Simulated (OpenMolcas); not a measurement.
# Cr4+: moving the ligands

Cr4+ with 6 ligands (oxide) in octahedral coordination (Oh) at 1.93 Å. A charge of +1.33 e stands 3.2 Å behind each ligand. Ligand basis ANO-RCC-VDZP.

| Property | Result |
| --- | --- |
| Program | OpenMolcas |
| Method | CASSCF |
| Basis | ANO-RCC-VTZP [6s5p3d2f1g] |
| Scalar Hamiltonian | DKH2, point nucleus |
| Active space | 2 electrons in 5 orbitals (3d) |
| State averaging | 2S+1 = 3 even, 10 roots; 2S+1 = 1 even, 15 roots |
| Spin-orbit coupling | state interaction with AMFI integrals over the reference wave functions |

Runs around this geometry, states (labels of O, the rotations of Oh). Energies in cm-1 above the lowest state or level, χT in cm3 K/mol; under a threefold ground state the first gap can be a small split of the lowest multiplet, not the spin-orbit step; 10Dq and B are least-squares fits to the states below 45000 cm-1, weighted by degeneracy, with a free offset, and given where the rms deviation is under 5 % of |10Dq| (or 100 cm-1) and under 700 cm-1.

```
R (Å)  Ground state  First state of that spin   10Dq  B (rms of fit)  First gap with spin-orbit (degeneracies)  χT at 300 K  First state of another spin
 1.85           3T1                 3T2 18851                                                       6.5 (2, 3)        0.742                    1T2 14860
 1.93           3T1                 3T2 16214                                                       7.9 (2, 3)        0.733                    1T2 15113
 1.99           3T1                 3T2 14568  15681       950 (681)                                9.0 (2, 3)        0.728                    1T2 15261
```

Taking the first state of the same spin as R^-n, n = -ln(14568 / 18851) / ln(1.99 / 1.85) = 3.5 between the shortest and longest distance.

An orbital triplet at a regular site is open to Jahn-Teller coupling, which can distort the site and quench the lowest spin-orbit gaps and is left out. Without dynamic correlation the repulsion within the d shell is too large (B by tens of per cent), so at a given field states of lower spin stand too high. The oxide ions are held by bare point charges, a crude embedding. Ligand-to-metal charge-transfer states are missing. With no ligand orbital active B as a rule stays too high, so bands that hang on it stand too high and its fall with covalency is understated. With metal d orbitals alone and no dynamic correlation the field as a rule comes out too small, by tens of per cent, by up to half for chloride and softer ligands. The least metal-like active orbital is 76 % on the metal (Löwdin) and no ligand orbital is active, so the numbers are rough (holds for R = 1.85). The least metal-like active orbital is 78 % on the metal (Löwdin) and no ligand orbital is active, so the numbers are rough (holds for R = 1.93; R = 1.99). No measured value stands beside these numbers; the geometry is a model, was not optimised and need not be the one that this ion takes.
